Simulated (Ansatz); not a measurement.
Consider the formal exchange of groups at a B–N bond: `NB1CS1` + `[CH3][GaH][CH2]F` → `[CH3][GaH][B]1CS1` + `NCF`.

Gas-phase electronic energies from Ansatz, PBE0-D4/def2-TZVP geometries. CCSD(T)/CBS is the MP2 limit (def2-TZVPP, def2-QZVPP) plus CCSD(T) − MP2 in def2-TZVPP, frozen cores. Functionals use def2-TZVPP. For Ga outer-core shells are correlated without core-valence functions, which leaves a few kJ/mol of doubt a bond. Scalar relativity is left out up to krypton. One conformer a species, not always the lowest.

`NB1CS1`:

Z-matrix (Å, degrees):
```
C
B 1 1.529
S 1 1.871 2 61.7
H 1 1.086 2 121.3 3 101.9
H 1 1.086 2 121.3 3 -101.9
N 2 1.380 1 147.0 3 -180.0
H 6 1.005 2 122.9 1 -180.0
H 6 1.005 2 122.6 1 0.0
```

`[CH3][GaH][CH2]F`:

```xyz
10

C     0.277   -1.706    0.106
Ga    0.222    0.155    0.720
C    -0.396    1.604   -0.502
F    -0.751    1.107   -1.757
H     1.292   -2.103    0.191
H    -0.362   -2.331    0.736
H    -0.053   -1.796   -0.929
H     0.654    0.579    2.176
H     0.384    2.361   -0.650
H    -1.266    2.129   -0.091
```

`[CH3][GaH][B]1CS1`:

```xyz
11

C     1.476   -1.087   -1.427
Ga   -0.152   -0.017   -1.134
B    -0.622    0.809    0.688
C    -1.309    0.739    2.071
S    -0.367    2.258    1.651
H     2.143   -1.094   -0.566
H     2.021   -0.710   -2.296
H     1.192   -2.119   -1.655
H    -1.119    0.198   -2.361
H    -2.383    0.879    2.160
H    -0.879    0.142    2.871
```

`NCF`:

```xyz
7

N     0.778   -0.068   -0.434
C    -0.541   -0.084    0.040
F    -0.698    0.520    1.300
H     1.132    0.867   -0.575
H     1.413   -0.587    0.157
H    -1.194    0.464   -0.641
H    -0.890   -1.113    0.153
```

```json
{"level": "ωB97M-V", "ΔE (kJ/mol)": "102.1"}
{"level": "HF/def2-TZVPP", "ΔE (kJ/mol)": "100.4"}
{"level": "CCSD/def2-TZVPP", "ΔE (kJ/mol)": "94.6"}
{"level": "CCSD(T)/def2-TZVPP", "ΔE (kJ/mol)": "91.9"}
```

Question: What does CCSD(T)/CBS give? (An estimate is asked.)

Answer: Ansatz gave: +94.4 kJ/mol. The listed levels differ from it by 7.7, 6.0, 0.2, -2.5 kJ/mol.

Largest T1 diagnostic among the species: 0.015.

In def2-TZVPP, CCSD(T) changes the Hartree–Fock value by −8.6 kJ/mol (the triples alone add −2.8 kJ/mol) and MP2 by −4.4 kJ/mol.
